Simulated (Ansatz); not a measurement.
## Cost against result

Saddle point of HfH3Cl3O, singlet (HfHCl₃O ([OH][Hf]([Cl])([Cl])[Cl]) + H₂ → HfHCl₃ ([Cl][HfH]([Cl])[Cl]) + H₂O (still joined by a long Hf–O bond); bonds formed: Hf1–H7, O2–H6; bonds broken: H6–H7; bonds weakened to dative contacts: Hf1–O2), PBE0-D4/def2-TZVP structure:

Hf1  (-0.384, 0.173, -0.526)
O2  (0.410, -0.899, 1.138)
Cl3  (0.731, -1.251, -2.016)
Cl4  (-2.654, -0.278, -0.355)
Cl5  (-0.215, 2.203, -1.680)
H6  (0.579, 0.274, 1.317)
H7  (0.357, 1.257, 0.994)
H8  (1.176, -1.479, 1.128)
(Å)

Barriers are electronic and count from the start structure reached by relaxing down the imaginary mode.

Computed with Ansatz 0.2.0 (basis: as named in each row); correlated methods freeze the cores. Core potentials replace the inner electrons of the atoms past krypton. B3LYP uses VWN-RPA correlation. Extrapolation: Hartree–Fock as exp(−7.88 √X), correlation as X^−2.97.

Times are rough, for one single point on 8 threads of a shared host (Arm Neoverse V2).

The estimate by CCSD(T) at an estimated basis limit (MP2 extrapolated from triple and quadruple zeta, plus CCSD(T) − MP2 in triple zeta) is 35.60 kcal/mol.

```tsv
method	basis	time (s)	barrier (kcal/mol)	method less estimate
SPW92	def2-SVP	under 1	20.00	-15.60
PBE-D4	def2-SVP	under 1	29.09	-6.51
SPW92	def2-TZVPP	1	21.44	-14.16
PBE0-D4	def2-SVP	1	31.02	-4.59
PBE-D4	def2-TZVPP	2	30.80	-4.80
BLYP-D4	def2-TZVPP	2	35.65	0.05
B3LYP-D4	def2-TZVPP	2	36.24	0.63
BHLYP-D4	def2-TZVPP	2	38.31	2.70
CAM-B3LYP-D4	def2-TZVPP	2	35.69	0.09
PBE0-D4	def2-TZVPP	2	32.38	-3.23
r2SCAN-D4	def2-TZVPP	3	32.22	-3.38
r2SCAN0-D4	def2-TZVPP	4	33.34	-2.27
B2PLYP	def2-TZVPP	4	36.04	0.43
RPA on PBE	def2-TZVPP	4	34.48	-1.13
PBE-QIDH	def2-TZVPP	4	33.62	-1.98
wB97M-V	def2-SVP	4	32.27	-3.33
CCSD(T)	def2-SVP	5	36.18	0.58
wB97X-V	def2-TZVPP	6	35.58	-0.02
B97M-V	def2-TZVPP	6	33.06	-2.54
wB97M-V	def2-TZVPP	6	35.07	-0.53
MP2	def2-QZVPP	9	35.60	0.00
CCSD(T)	def2-TZVPP	140	34.92	-0.68
```

All methods are single points on the PBE0-D4 structures.

No T1 diagnostic of these runs exceeds 0.015.

Labels in which every atom is bracketed show which atoms are joined, not bond orders.
